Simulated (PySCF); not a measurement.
**Ionisation energy of Ho⁵²⁺ by level of theory**

Ho⁵²⁺ [Ne] 3s2 3p3 (4S) → Ho⁵³⁺ [Ne] 3s2 3p2 (3P), as a difference of total energies. Calculation: PySCF 2.14, in an uncontracted even-tempered set (17 s from 13 bohr⁻², ratio 2.5; 12 p from 17 bohr⁻², ratio 2.5; 4 d from 65 bohr⁻², ratio 2.7; 4 f from 97 bohr⁻², ratio 2.7); the spin-free X2C one-electron Hamiltonian (Gaussian nucleus). Correlated levels: outer shells: 1s2 frozen; virtual orbitals above 40 to 60 times the deepest correlated orbital energy dropped. The calculations carry no spin-orbit coupling.

```csv
method,ionisation energy (eV)
UHF,4889.6
MP2 (outer shells),4890.1
SCS-MP2 (outer shells),4889.8
CCSD (outer shells),4890.0
CCSD(T) (outer shells),4890.0
```

Spin-orbit coupling is strong in these open shells (close to jj coupling). The scalar numbers leave it out and a first-order estimate fails, so it can dominate the gap to the real levels.

The ground level that NIST lists for one species does not belong to the high-spin term computed here, so part of any gap is the choice of state.

Breit and QED terms and the two-electron picture change are absent.

For comparison: 4802 ± 4 eV (theoretical estimate listed by NIST; NIST Atomic Spectra Database, ionization energies).
